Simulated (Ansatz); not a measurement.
Start from `C[Si](N)(O)Cl` and change one element to get `C[Si](N)(S)Cl`.

Ansatz, PBE0-D4/def2-TZVP geometries, multiplicity 1. Each molecule was computed in one conformer, which needn't be the lowest.

```tsv
property	`C[Si](N)(O)Cl`
size of the dipole moment (ωB97M-V/def2-TZVPP) / D	0.92
HOMO–LUMO gap (ωB97M-V/def2-TZVPP) / eV	12.27
HOMO energy (B3LYP/def2-TZVPP) / eV	-7.52
HOMO–LUMO gap (B3LYP/def2-TZVPP) / eV	7.88
HOMO energy (PBE/def2-TZVPP) / eV	-6.32
HOMO–LUMO gap (PBE/def2-TZVPP) / eV	6.21
```

Problem. Give the same properties after the change, and the shifts. (Best estimate.)

Solution. Ansatz gave: 
```json
{"property": "size of the dipole moment (ωB97M-V/def2-TZVPP) / D", "`C[Si](N)(S)Cl`": "2.84", "shift": "1.92"}
{"property": "HOMO–LUMO gap (ωB97M-V/def2-TZVPP) / eV", "`C[Si](N)(S)Cl`": "11.75", "shift": "-0.52"}
{"property": "HOMO energy (B3LYP/def2-TZVPP) / eV", "`C[Si](N)(S)Cl`": "-7.26", "shift": "0.26"}
{"property": "HOMO–LUMO gap (B3LYP/def2-TZVPP) / eV", "`C[Si](N)(S)Cl`": "7.48", "shift": "-0.40"}
{"property": "HOMO energy (PBE/def2-TZVPP) / eV", "`C[Si](N)(S)Cl`": "-6.26", "shift": "0.06"}
{"property": "HOMO–LUMO gap (PBE/def2-TZVPP) / eV", "`C[Si](N)(S)Cl`": "5.90", "shift": "-0.31"}
```

With PBE0 the HOMO rises by 0.26 eV and the LUMO falls by 0.19 eV, so the gap narrows by about 0.45 eV. PBE moves the HOMO by 0.06 eV and ωB97M-V by 0.41 eV. Dipoles are sizes alone; their direction can turn.

B3LYP here is the variant with VWN-RPA as its local correlation; programs differ in this.
